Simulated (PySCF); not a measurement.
Input of a run (PBE0-D3(BJ)/def2-SVP geometry optimisation, gas phase (PySCF 2.14.0)), started from GFN2-xTB:
```
{"job": {"xc": "PBE0", "basis": "def2-SVP", "d3": "d3bj", "grid": 1, "maxiter": 40, "shake": 0.03, "kind": "geom"}, "charge": 0, "multiplicity": 1}
Si     0.051570    -0.091820     0.012380
C     -0.307960     0.089400     1.853070
C     -1.084370    -0.756030     2.534840
H      0.285330     0.931110     2.370520
H     -1.527400    -1.602530     2.058790
H     -1.176630    -0.638350     3.619830
C      1.841580    -0.267140    -0.411600
C      2.349810    -1.310040    -1.042540
H      2.491150     0.543670    -0.064710
H      1.658200    -2.145780    -1.306450
H      3.327390    -1.445850    -1.223330
C     -0.721580     1.463490    -0.897430
C     -1.786900     1.406930    -1.851520
H     -0.385510     2.446670    -0.662570
H     -2.149850     0.395930    -2.091990
H     -2.099040     2.283610    -2.310840
F     -0.794350    -1.303860    -0.526200
```

Output (energies in Eh, forces in Eh/bohr):
```
step   0  E = -622.52861404  max force = 0.088216
step   1  E = -622.55702770  max force = 0.020969
step   2  E = -622.55880510  max force = 0.015920
step   3  E = -622.56060295  max force = 0.007119
step   4  E = -622.56075399  max force = 0.001680
step   5  E = -622.56081385  max force = 0.001158
step   6  E = -622.56082338  max force = 0.000507
step   7  E = -622.56082856  max force = 0.000377
optimisation converged
```

Task: Summarise the run.

Result: The energy falls by 84.6 kJ/mol over 8 energy and gradient evaluations, the largest force component goes from 0.0882 to 3.8e-04 Eh/bohr, and the atoms move by 0.075 Å rms after alignment. The bond that changes most is Si1–C12 (ends: silicon bonded to 3 C and F; carbon bonded to C, Si and H), which shortens by 0.100 Å. Bonds longer at the end by more than 0.005 Å: 7 of 16; shorter: 6. Among the angles that change most is H15–C13–H16, from 125.5° to 116.4°. The energy never rose by more than 1e-6 Eh on the way. The first step brought 88 % of the lowering.

Task: What are the final bond lengths?

Result: Si1–C2 1.861 Å, Si1–C7 1.861 Å, Si1–C12 1.861 Å, Si1–F17 1.638 Å, C2–C3 1.338 Å, C2–H4 1.099 Å, C3–H5 1.096 Å, C3–H6 1.096 Å, C7–C8 1.338 Å, C7–H9 1.099 Å, C8–H10 1.096 Å, C8–H11 1.096 Å, C12–C13 1.338 Å, C12–H14 1.099 Å, C13–H15 1.096 Å, C13–H16 1.096 Å. Numbering counts from 1 in the input's order; the species is Si(vinyl)3F (`C([Si](C=C)(C=C)F)=C`).

The run used 161 basis functions and 57 SCF cycles in all. Hardware: one thread, Arm Neoverse V2 (aarch64), shared host with 32 logical CPUs at a one-minute load of 31. Cost: 98 s of wall time, 0.64 GiB resident at most.

Not checked by PBE0-D3(BJ)/def2-SVP frequencies. The numbers are those of one conformer.
